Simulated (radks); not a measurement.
Tl IV, configuration [Xe] 4f13 5d10 6p1 (not the ground configuration). Method: scalar-relativistic Kohn-Sham, r2SCAN, spin-polarised, spherical densities, finite nucleus; open shells are filled with parallel spins first (spin-orbit coupling, left out, can overturn this in heavy ions); meta-GGA in the generalised Kohn-Sham scheme; Fermi nuclear charge, rms radius 5.4759 fm; computed with a radial shooting solver on a logarithmic mesh with Libxc functionals.

Normalised radial functions P(r) = r R(r), r in bohr:

```
   r/bohr * 4f up, o 5d down (the largest magnitude, 1.5, reaches the edge; | marks zero, & curves that meet)
 0.003255                             &
 0.004412                             &
 0.005931                             &
 0.008039                             &
  0.01089                             &
  0.01465                             &
  0.01985                             &
   0.0269                             *o
  0.03617                             * o
  0.04902                             |* o
  0.06644                             | *  o
  0.08932                             |   * o
   0.1211                             |     o *
   0.1641                             | o           *
   0.2206                         o   |                    *
   0.2989                    o        |                         *
   0.4019                     o       |                          *
   0.5447                             |o                    *
   0.7382                             |           o*
   0.9925                             |     *           o
    1.345                             | *             o
    1.823                             *         o
    2.451                             *   o
    3.322                             *o
    4.502                             &
    6.053                             &
    8.203                             &
```

4f up: eigenvalue -164.96 eV, 0 radial nodes, <r> = 0.459 bohr, 90 % of the charge inside 0.727 bohr. 5d down: eigenvalue -51.273 eV, 2 radial nodes at r = 0.186, 0.530 bohr, <r> = 1.27 bohr, 90 % of the charge inside 1.90 bohr.
